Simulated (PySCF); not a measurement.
PySCF input file for Mo(O)2(Cl)(OMe) (CH3ClMoO3), SMILES C[O][Mo](=[O])(=[O])[Cl], multiplicity 1, B3LYP-D3(BJ)/def2-SVP. The structure is a stationary point at B3LYP-D3(BJ)/def2-SVP. A frequency run showed that this geometry is not a minimum. The multiplicity is an assumed one; no other spin state was optimised. The structure was generated by enumeration; whether it is a known compound was not checked. The def2 effective core potentials stand for the cores of Mo; spin–orbit coupling is left out. One conformer was computed; it need not be the lowest.

```python
import numpy as np
from pyscf import gto, scf, dft, df
from pyscf.hessian import thermo

mol = gto.M(
    atom='''
    Mo    0.12843835   -0.13063947    0.21267882
    O     1.76625914   -0.51712420    0.23682065
    O    -0.62764515   -1.15134244    1.31679467
    Cl   -0.17445034    2.05497625    0.82510684
    O    -0.55125423   -0.42944947   -1.47069924
    C    -0.77128944   -1.33024176   -2.53015076
    H    -1.28166186   -0.79381814   -3.34525720
    H     0.18906400   -1.72345305   -2.90236264
    H    -1.40729809   -2.16568775   -2.19413109
    ''',
    basis='def2-SVP',
    ecp={'Mo': 'def2-svp'},
    charge=0,
    spin=0,
    max_memory=1600,
    verbose=3,
)
mf = dft.RKS(mol, xc='b3lyp').density_fit(auxbasis='def2-universal-jkfit')
mf.disp = 'd3bj'
mf.grids.level = 3
mf.conv_tol = 1e-11
mf.max_cycle = 100
mf.kernel()

# [left out here: the lines that compute and print the analytic Hessian (its translational invariance restored by hand, since the grid's response is missing), thermochemistry and intensities]
```

It prints:

```
converged SCF energy = -793.856255076051

WARN: DFTD3 does not support analytical Hessian, using finite difference


WARN: Mole.unit (angstrom) is changed to Bohr

Mode                                 0                   1                   2
Irrep
Freq [cm^-1]                      -35.0604             75.6806             87.5310
Reduced mass [au]                   3.8210              4.2534              1.0332
Force const [Dyne/A]               -0.0028              0.0144              0.0047
Char temp [K]                     -50.4441            108.8875            125.9377
Normal mode                   x     y     z       x     y     z       x     y     z
       0  Mo                -0.02 -0.01  0.01   -0.01  0.02 -0.02    0.00  0.00 -0.00
       1   O                -0.02 -0.01 -0.08   -0.02 -0.01 -0.05    0.00  0.01 -0.02
       2   O                 0.04  0.02  0.07   -0.02 -0.01 -0.05    0.02 -0.00  0.01
       3  Cl                 0.03  0.01 -0.01    0.03  0.00  0.07   -0.01 -0.00  0.00
       4   O                -0.11 -0.03  0.05   -0.02  0.02 -0.03   -0.01 -0.00  0.00
       5   C                 0.13  0.04 -0.06    0.07 -0.13  0.08    0.00  0.00 -0.00
       6   H                 0.16  0.05 -0.07    0.07 -0.27 -0.01    0.51  0.14 -0.23
       7   H                 0.23  0.20  0.01    0.11 -0.13  0.17   -0.03 -0.42  0.37
       8   H                 0.20 -0.07 -0.21    0.11 -0.12  0.17   -0.46  0.29 -0.16
Mode                                 3                   4                   5
Irrep
Freq [cm^-1]                      170.4301            184.9159            261.3317
Reduced mass [au]                   9.5088             21.2159             12.9327
Force const [Dyne/A]                0.1627              0.4274              0.5204
Char temp [K]                     245.2109            266.0529            375.9981
Normal mode                   x     y     z       x     y     z       x     y     z
       0  Mo                -0.01  0.01 -0.02    0.04  0.01 -0.02   -0.03 -0.01  0.01
       1   O                 0.00  0.08  0.05    0.01 -0.13 -0.02   -0.03 -0.03 -0.11
       2   O                 0.00  0.08  0.05   -0.04  0.13  0.03    0.05  0.03  0.10
       3  Cl                 0.03 -0.01  0.07   -0.07 -0.02  0.03   -0.00 -0.00  0.00
       4   O                 0.03 -0.13 -0.02   -0.03 -0.01  0.01    0.15  0.04 -0.07
       5   C                -0.03 -0.03 -0.09   -0.00 -0.00  0.00    0.01  0.00 -0.01
       6   H                -0.03  0.05 -0.03   -0.01 -0.00  0.01   -0.04 -0.01  0.02
       7   H                -0.05 -0.04 -0.14    0.00  0.02  0.00   -0.04 -0.05 -0.08
       8   H                -0.05 -0.04 -0.14    0.01 -0.01 -0.01    0.01  0.04  0.08
Mode                                 6                   7                   8
Irrep
Freq [cm^-1]                      282.9843            350.3345            438.2816
Reduced mass [au]                  12.2646             16.1370             31.2616
Force const [Dyne/A]                0.5787              1.1669              3.5381
Char temp [K]                     407.1514            504.0533            630.5896
Normal mode                   x     y     z       x     y     z       x     y     z
       0  Mo                 0.00  0.02  0.02    0.01 -0.00  0.02    0.01 -0.06 -0.01
       1   O                -0.02 -0.08 -0.07    0.04  0.09 -0.12    0.04  0.05 -0.02
       2   O                -0.00 -0.07 -0.07   -0.15  0.04 -0.04   -0.06  0.03  0.03
       3  Cl                -0.01  0.08  0.02    0.01 -0.05 -0.01   -0.01  0.11  0.03
       4   O                 0.05 -0.12  0.04    0.03 -0.03  0.05   -0.02  0.04 -0.02
       5   C                -0.01 -0.01 -0.04    0.01  0.01  0.02    0.00 -0.00  0.00
       6   H                -0.01  0.09  0.03    0.01  0.05  0.05    0.00 -0.04 -0.02
       7   H                -0.04 -0.01 -0.10   -0.00  0.01 -0.00    0.01 -0.00  0.03
       8   H                -0.04 -0.01 -0.10   -0.00  0.01  0.00    0.01 -0.00  0.03
Mode                                 9                  10                  11
Irrep
Freq [cm^-1]                      600.9620           1020.6327           1042.8206
Reduced mass [au]                   6.8576             18.1101             17.5062
Force const [Dyne/A]                1.4592             11.1150             11.2166
Char temp [K]                     864.6505           1468.4632           1500.3866
Normal mode                   x     y     z       x     y     z       x     y     z
       0  Mo                 0.02  0.01  0.05   -0.04 -0.01  0.02    0.02 -0.02  0.02
       1   O                 0.01 -0.00 -0.02    0.16 -0.04  0.00   -0.16  0.04 -0.01
       2   O                -0.02 -0.01 -0.00    0.07  0.10 -0.10    0.07  0.10 -0.11
       3  Cl                -0.00 -0.00 -0.00    0.00  0.00 -0.00   -0.00 -0.00 -0.00
       4   O                -0.06  0.03 -0.12    0.01  0.00 -0.00   -0.00 -0.01 -0.02
       5   C                -0.04 -0.09 -0.14   -0.01 -0.00  0.00    0.00  0.01  0.02
       6   H                -0.04 -0.16 -0.18    0.01  0.00 -0.01    0.00 -0.00  0.01
       7   H                -0.02 -0.09 -0.10    0.01  0.03  0.02   -0.01 -0.00 -0.01
       8   H                -0.02 -0.09 -0.10    0.00 -0.02 -0.03   -0.00 -0.00 -0.02
Mode                                12                  13                  14
Irrep
Freq [cm^-1]                     1157.4701           1161.8933           1177.0817
Reduced mass [au]                   1.2688              1.5609              4.6139
Force const [Dyne/A]                1.0015              1.2415              3.7664
Char temp [K]                    1665.3417           1671.7058           1693.5584
Normal mode                   x     y     z       x     y     z       x     y     z
       0  Mo                -0.00 -0.00  0.00    0.00  0.00  0.00   -0.00 -0.00 -0.01
       1   O                 0.01 -0.00 -0.00    0.01 -0.00 -0.00   -0.02  0.01  0.00
       2   O                 0.00  0.01 -0.01   -0.00 -0.00  0.00    0.01  0.01 -0.01
       3  Cl                 0.00  0.00 -0.00   -0.00  0.00  0.00    0.00 -0.00 -0.00
       4   O                -0.05 -0.01  0.02   -0.00 -0.08 -0.05    0.05  0.07  0.16
       5   C                 0.11  0.03 -0.05   -0.03  0.13  0.01   -0.05 -0.05 -0.14
       6   H                -0.26 -0.07  0.12   -0.05 -0.43 -0.37   -0.04 -0.19 -0.22
       7   H                -0.19 -0.45 -0.32    0.06  0.02  0.37    0.07 -0.03  0.17
       8   H                -0.09  0.38  0.44    0.21  0.06  0.31    0.10 -0.03  0.15
Mode                                15                  16                  17
Irrep
Freq [cm^-1]                     1460.0556           1460.1418           1463.1468
Reduced mass [au]                   1.1045              1.0447              1.0673
Force const [Dyne/A]                1.3872              1.3123              1.3462
Char temp [K]                    2100.6950           2100.8190           2105.1425
Normal mode                   x     y     z       x     y     z       x     y     z
       0  Mo                 0.00  0.00  0.00   -0.00  0.00 -0.00   -0.00 -0.00 -0.00
       1   O                -0.00  0.00  0.00   -0.00  0.00  0.00    0.00 -0.00 -0.00
       2   O                 0.00  0.00 -0.00   -0.00 -0.00  0.00   -0.00 -0.00  0.00
       3  Cl                 0.00 -0.00 -0.00    0.00  0.00  0.00   -0.00  0.00  0.00
       4   O                -0.01 -0.02 -0.04    0.01  0.01  0.01    0.00  0.02  0.01
       5   C                -0.01 -0.02 -0.07    0.05  0.02 -0.00   -0.01  0.06  0.01
       6   H                -0.16  0.51  0.40   -0.59 -0.31  0.18    0.00  0.04  0.01
       7   H                 0.19 -0.09  0.54    0.12 -0.08  0.33   -0.28 -0.62  0.01
       8   H                 0.18 -0.02  0.28   -0.31  0.06 -0.50    0.44 -0.43 -0.29
Mode                                18                  19                  20
Irrep
Freq [cm^-1]                     3017.0540           3111.1202           3121.4346
Reduced mass [au]                   1.0292              1.1088              1.1074
Force const [Dyne/A]                5.5195              6.3234              6.3572
Char temp [K]                    4340.8690           4476.2093           4491.0495
Normal mode                   x     y     z       x     y     z       x     y     z
       0  Mo                -0.00 -0.00 -0.00    0.00  0.00 -0.00   -0.00 -0.00 -0.00
       1   O                 0.00 -0.00  0.00    0.00  0.00  0.00   -0.00  0.00 -0.00
       2   O                -0.00 -0.00  0.00   -0.00 -0.00 -0.00    0.00  0.00 -0.00
       3  Cl                -0.00  0.00  0.00    0.00  0.00 -0.00    0.00  0.00  0.00
       4   O                 0.00  0.00  0.00    0.00  0.00 -0.00   -0.00  0.00  0.00
       5   C                 0.00  0.03  0.03   -0.08 -0.02  0.04    0.04 -0.06  0.05
       6   H                -0.23  0.25 -0.37   -0.01 -0.01  0.01   -0.38  0.41 -0.60
       7   H                 0.53 -0.21 -0.20    0.59 -0.24 -0.21   -0.29  0.11  0.12
       8   H                -0.35 -0.45  0.19    0.38  0.51 -0.22    0.21  0.25 -0.10
temperature 298.1500 [K]
pressure 101325.00 [Pa]
Rotational constants [GHz] 2.83442 1.41204 1.21441
Symmetry number 1
Zero-point energy (ZPE) 0.04931 [Eh]   129467.664 [J/mol]
                           tot       elec      trans        rot        vib
Entropy [J/mol/K]       370.989      0.000    174.473    119.589     76.927
Cv [J/mol/K]             94.957      0.000     12.472     12.472     70.013
Cp [J/mol/K]            103.271      0.000     20.786     12.472     70.013
Internal energy [J/mol]                      3718.434   3718.434 141496.439
Internal energy [Eh]   -793.79953  -793.85626
Enthalpy [J/mol]                             6197.391   3718.434 141496.439
Enthalpy [Eh]          -793.79859
Gibbs free energy [J/mol]                  -45821.632 -31937.045 118560.710
Gibbs free energy [Eh] -793.84071
static polarisability / bohr^3: [[55.769  0.798  4.091]
 [ 0.799 69.204 10.703]
 [ 4.099 10.71  69.855]]
largest difference of analytic and finite-field dipole derivatives / e: 0.0025100746094000037
mode   freq/cm-1   IR/(km/mol)   Raman/(A^4/amu)   depolarisation
   1      -35.06         4.315             0.983            0.750
   2       75.68         3.032             2.087            0.673
   3       87.53         0.019             0.080            0.750
   4      170.43        11.187             3.090            0.673
   5      184.92         4.647             3.141            0.750
   6      261.33         8.936             2.685            0.750
   7      282.98         0.871             1.519            0.334
   8      350.33         2.615             3.466            0.716
   9      438.28        65.308             4.909            0.097
  10      600.96        58.699            10.004            0.164
  11     1020.63       190.429             7.813            0.750
  12     1042.82       139.493            25.623            0.006
  13     1157.47         0.228             2.062            0.748
  14     1161.89        74.841             6.923            0.368
  15     1177.08       337.741            36.024            0.168
  16     1460.06         3.496            22.777            0.498
  17     1460.14         8.054            26.292            0.732
  18     1463.15        17.781            18.011            0.738
  19     3017.05        47.849           246.488            0.034
  20     3111.12        14.617            81.954            0.750
  21     3121.43         9.795           134.048            0.657
max |gradient| / (hartree/bohr): 0.00010117220155492759
APT charges: [ 2.2881 -0.6564 -0.6577 -0.4742 -1.029   0.6235 -0.0231 -0.0356 -0.0357]
```

The run converged. The end point has an imaginary mode, so it is no minimum.
